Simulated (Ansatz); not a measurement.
A structure relaxed at PBE-D4/def2-SVP in Ansatz, charge 0, singlet:

```xyz
28

As   -1.7895    2.9054   -0.6968
B    -2.4009    1.1912    0.2505
As   -0.7234    0.0984    0.7525
B    -1.1928   -1.6289    1.7805
As    0.5587   -2.5754    2.2770
B    -0.5889    2.7422   -2.3599
As    0.9527    1.4850   -1.8341
B     0.4894   -0.2712   -0.8862
As    2.1542   -1.3185   -0.3124
B     1.8898   -3.0424    0.7791
H    -2.9877    3.7611   -1.0897
H    -1.1425    3.8670    0.2984
H    -3.0242    1.4640    1.2648
H    -3.0080    0.5303   -0.5819
H     0.1457    0.9691    1.6712
H    -1.8222   -1.3419    2.7871
H    -1.7703   -2.3586    0.9854
H     1.2891   -1.8093    3.3785
H     0.2778   -3.8609    3.0457
H    -0.1378    3.8191   -2.7157
H    -1.2344    2.1280   -3.1989
H     1.9934    2.2164   -0.9887
H     1.8207    1.1958   -3.0544
H    -0.1441   -0.9662   -1.6666
H     3.0940   -0.3525    0.4060
H     3.0231   -1.6089   -1.5318
H     1.3128   -3.8158    0.0263
H     2.9652   -3.4224    1.2140
```

**Question.** Give its formula and point group.

**Answer.** B₅As₅H₁₈, a cluster cut from wurtzite BAs (hydrogen-capped). Point group Cs (tolerance 0.1 Å).

**Question.** Summarise the bond lengths by kind (pairs closer than 1.2 times the sum of covalent radii, bridged metal pairs left out).

**Answer.** 11 × As–B 2.05 to 2.07 Å; 9 × B–H 1.22 Å; 9 × As–H 1.52 to 1.54 Å.
